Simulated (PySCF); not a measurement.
# Computed properties of trifluorosilylmethanol (CH₃F₃OSi), SMILES F[Si](F)(CO)F

trifluorosilylmethanol (CH₃F₃OSi), SMILES [Si](F)(CO)(F)F. Coordinates come from a B3LYP-D3(BJ)/def2-SVP optimisation. Other conformers were not sampled. All values are computed for the isolated molecule unless a solvent is named; none is compared with measurement here.

**Structure.** All 21 harmonic modes at B3LYP-D3(BJ)/def2-SVP (PySCF) are real, so it is a minimum. With heavy atoms numbered as in [OH:1][CH2:2][Si:3]([F:4])([F:5])[F:6], the shortest bond between them is O1–C2 at 1.420 Å and the longest C2–Si3 at 1.865 Å.

**Vibrations.** The strongest infrared lines (harmonic, unscaled, degenerate partners summed) lie at 364 cm⁻¹ (187 km/mol, H 68 %, F 11 %, O 9 %), 987 cm⁻¹ (186 km/mol, Si 50 %, F 45 %), 881 cm⁻¹ (177 km/mol, F 45 %, Si 42 %). The softest mode is at 70 cm⁻¹ and the zero-point energy is 32.3 kcal/mol.

**Electronic structure.** ωB97X/def2-TZVP (PySCF) places the frontier levels at -10.89 and 2.42 eV, a gap of 13.31 eV, and gives a dipole moment of 1.88 D and a mean polarisability of 37.0 bohr³. PBE/def2-TZVP (PySCF) at the same geometry gives -6.75 and -0.70 eV, so its gap is 7.26 eV narrower. An orbital gap is neither the optical nor the fundamental gap.

**Excitations.** TDDFT-ωB97X/def2-SVPD (PySCF) has S1 at 7.27 eV (171 nm, f = 0.007, weak); the most intense of the 10 singlets computed lies at 9.73 eV (f = 0.07). T1 (TDA) is at 6.84 eV. TDDFT-PBE/def2-SVPD (PySCF) puts S1 at 6.04 eV. No vertical singlet excitation falls in the visible range (under 3.1 eV).

**NMR.** GIAO shifts at PBE0/pcSseg-1 (PySCF) (non-relativistic, atoms alike by connectivity averaged): ¹³C at 51.2 ppm against TMS; ¹H from 0.0 to 3.9 ppm against TMS; ²⁹Si at -55.2 ppm against TMS; ¹⁹F at -155.1 ppm against CFCl3.

**Solvation.** SMD-B3LYP/def2-SVP (PySCF) gives -4.8 kcal/mol in water, -6.9 kcal/mol in methanol, -4.0 kcal/mol in chlorobenzene (1 M in both phases, gas-phase geometry); of these solvents methanol holds the molecule best.
